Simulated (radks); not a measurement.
Valence configurations of Cr IV (all share [Ar]). All-electron calculation, non-relativistic Kohn-Sham, SCAN, spin-polarised, spherical densities, point nucleus; open shells are filled with parallel spins first; meta-GGA in the generalised Kohn-Sham scheme. Program: a radial shooting solver on a logarithmic mesh with Libxc functionals. Energies are relative to 3d3; eigenvalues in eV for spin up.

valence          E (eV)  moment (Bohr magnetons)    e(3d)    e(4p)    e(4s)
3d3               0.000                        3  -40.696        -        -
3d2.5 4p0.5       9.710                        3  -44.586  -24.254        -
3d1.5 4p1.5      32.187                        3  -52.443  -27.534        -
3d2.5 4s0.5       6.459                        3  -44.111        -  -30.669
3d2 4p1          20.379                        3  -48.479  -26.092        -
3d1 4p2          45.285                        3  -56.433  -29.024        -
3d2 4s0.5 4p0.5  16.999                        3  -48.022  -25.841  -32.642

NIST lists [Ar] 3d3 as the ground configuration; this level of theory agrees among the configurations tried. The energies are those of spherical high-spin densities, not of single terms. No valid solution was reached for [Ar] 3d2 4s1.
